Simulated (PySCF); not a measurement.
CH6MgOSi.

```xyz
10

Mg     0.0000     0.0000     1.1881
C      0.0000     0.0000     3.2681
H      0.5767    -0.8469     3.6764
H     -1.0218    -0.0760     3.6764
H      0.4451     0.9229     3.6764
O      0.0000     0.0000    -0.6184
Si     0.0000     0.0000    -2.2524
H     -0.8903    -1.0744    -2.8050
H      1.3756    -0.2339    -2.8050
H     -0.4853     1.3083    -2.8050
```
Charge 0, spin multiplicity 1.

Geometry optimised at PBE0-D3(BJ)/def2-SVP. The structure was generated by enumeration; whether it is a known compound was not checked. The values are those of a single conformer.

Computed with PBE/pcSseg-1 in PySCF. Non-relativistic, no solvent.

### Question
Give the absolute GIAO shielding of each atom: isotropic value and principal components (ppm). (The exact figures need the calculation; the answer reports its results.)

### Answer

| atom | σ(iso) | σ11 | σ22 | σ33 | span |
|---|---|---|---|---|---|
| Mg1 | 485.0 | 374.8 | 374.8 | 705.4 | 330.6 |
| C2 | 208.9 | 196.1 | 215.3 | 215.3 | 19.2 |
| H3 | 32.0 | 27.3 | 28.5 | 40.1 | 12.9 |
| H4 | 32.0 | 27.3 | 28.5 | 40.1 | 12.9 |
| H5 | 32.0 | 27.3 | 28.5 | 40.1 | 12.9 |
| O6 | 329.3 | 307.8 | 340.1 | 340.1 | 32.3 |
| Si7 | 383.4 | 330.6 | 330.6 | 489.0 | 158.4 |
| H8 | 25.8 | 22.7 | 24.0 | 30.8 | 8.2 |
| H9 | 25.8 | 22.7 | 24.0 | 30.8 | 8.2 |
| H10 | 25.8 | 22.7 | 24.0 | 30.8 | 8.2 |
